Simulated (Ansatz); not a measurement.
Cost against result

Saddle point of SiNH$_{4}$F$_{3}$, singlet (SiNH₃F₂ ([NH2][SiH]([F])[F]) + HF → SiHF₃ ([F][SiH]([F])[F]) + NH₃ (still joined by a long Si–N bond); bonds formed: Si1–F7, N2–H6; bonds broken: H6–F7; bonds weakened to dative contacts: Si1–N2), PBE0-D4/def2-TZVP structure:

```xyz
9
angstrom
Si -0.6231 0.3683 -0.3703
N 0.8281 -0.0857 0.6187
F -0.2252 0.3838 -1.9007
F -0.6908 1.9448 -0.0538
H -1.9482 -0.0696 0.0620
H 0.5216 -1.2273 0.2009
F -0.3044 -1.7150 -0.4581
H 0.7465 0.0809 1.6140
H 1.6956 0.3198 0.2872
```

Barriers are electronic and count from the start structure reached by relaxing down the imaginary mode.

Ansatz 0.2.0; basis: as named in each row; cores frozen in the correlated methods. B3LYP uses VWN-RPA correlation. Extrapolation: Hartree–Fock as exp(−7.88 √X), correlation as X^−2.97.

Times are rough, for one single point on 4 threads of a shared host (Intel Xeon Platinum 8488C).

The estimate by CCSD(T) at an estimated basis limit (MP2 extrapolated from triple and quadruple zeta, plus CCSD(T) − MP2 in triple zeta) is 66.1 kJ/mol.

```
      method       basis  time (s)  barrier (kJ/mol)  method less estimate
          HF      STO-3G   under 1             110.6                  44.5
      PBE-D4      STO-3G   under 1             -55.0                -121.1
       SPW92    def2-SVP   under 1             -13.1                 -79.2
      PBE-D4    def2-SVP   under 1              15.2                 -50.9
    B3LYP-D4       6-31G   under 1               5.1                 -61.0
       SPW92  def2-TZVPP   under 1              16.7                 -49.4
     PBE0-D4    def2-SVP         1              29.6                 -36.5
      PBE-D4  def2-TZVPP         1              44.1                 -22.0
     BLYP-D4  def2-TZVPP         1              57.1                  -9.0
    B3LYP-D4  def2-TZVPP         2              62.7                  -3.4
     PBE0-D4  def2-TZVPP         2              54.3                 -11.7
    BHLYP-D4  def2-TZVPP         2              72.4                   6.3
     wB97M-V    def2-SVP         2              27.3                 -38.8
   r2SCAN-D4  def2-TZVPP         2              46.8                 -19.3
CAM-B3LYP-D4  def2-TZVPP         3              58.0                  -8.1
  r2SCAN0-D4  def2-TZVPP         3              55.1                 -11.0
      B2PLYP  def2-TZVPP         3              63.5                  -2.6
  RPA on PBE  def2-TZVPP         3              63.0                  -3.1
     CCSD(T)    def2-SVP         4              52.7                 -13.4
    PBE-QIDH  def2-TZVPP         4              60.2                  -5.9
     wB97M-V  def2-TZVPP         4              54.1                 -12.0
     wB97X-V  def2-TZVPP         4              56.2                  -9.9
      B97M-V  def2-TZVPP         6              60.1                  -6.0
         MP2  def2-QZVPP        16              63.7                  -2.4
     CCSD(T)  def2-TZVPP        80              65.2                  -0.9
```

All methods are single points on the PBE0-D4 structures; a negative value means that the method puts the saddle structure below the start.

The T1 diagnostic stays at or below 0.012.

Steps of this kind, hydrogen fluoride cutting a network bond, underlie vapour etching and the fluorination step of atomic layer etching.

Labels in which every atom is bracketed show which atoms are joined, not bond orders.
